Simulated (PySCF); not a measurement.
W(NH)2(F)(Cl) (ClFH2N2W), SMILES [NH]=[W]([Cl])([F])=[NH], multiplicity 1.

The structure is a stationary point at B3LYP-D3(BJ)/def2-SVP. The multiplicity is an assumed one; no other spin state was optimised. The structure was generated by enumeration; whether it is a known compound was not checked. The def2 effective core potentials stand for the cores of W; spin–orbit coupling is left out.

Method: PySCF with TDDFT-PBE/def2-SVPD.

Vertical excitations.  State labels are in the subgroup Cs.

Give excitation energies, oscillator strengths and character. (An estimate is asked for; the answer gives what the named calculation found.)


```tsv
state	symmetry	energy (eV)	λ (nm)	f	main pairs
S1	A"	4.20	295	0.008	HOMO→LUMO 94 %
S2	A'	4.60	270	0.007	HOMO−1→LUMO 93 %
S3	A"	4.76	260	0.000	HOMO−2→LUMO 97 %
S4	A'	4.87	255	0.006	HOMO→LUMO+1 90 %
S5	A"	5.17	240	0.003	HOMO→LUMO+2 75 %, HOMO−1→LUMO+1 18 %
S6	A'	5.31	234	0.005	HOMO−3→LUMO 81 %
S7	A"	5.43	228	0.000	HOMO→LUMO+3 51 %, HOMO−1→LUMO+1 37 %, HOMO−2→LUMO+2 10 %
S8	A'	5.50	225	0.002	HOMO−2→LUMO+1 51 %, HOMO−1→LUMO+2 45 %
S9	A"	5.66	219	0.014	HOMO−2→LUMO+2 59 %, HOMO→LUMO+3 28 %
S10	A'	5.80	214	0.007	HOMO−1→LUMO+3 46 %, HOMO−1→LUMO+2 28 %, HOMO−2→LUMO+1 12 %
T1	A"	3.80	326	0	HOMO→LUMO 95 %
T2	A'	4.28	290	0	HOMO−1→LUMO 81 %, HOMO→LUMO+1 17 %
T3	A'	4.50	276	0	HOMO→LUMO+1 69 %, HOMO−1→LUMO 17 %
T4	A"	4.50	275	0	HOMO−2→LUMO 97 %
```
Triplets are in the Tamm–Dancoff approximation, which puts them higher than full response would, so one can lie above its singlet here.
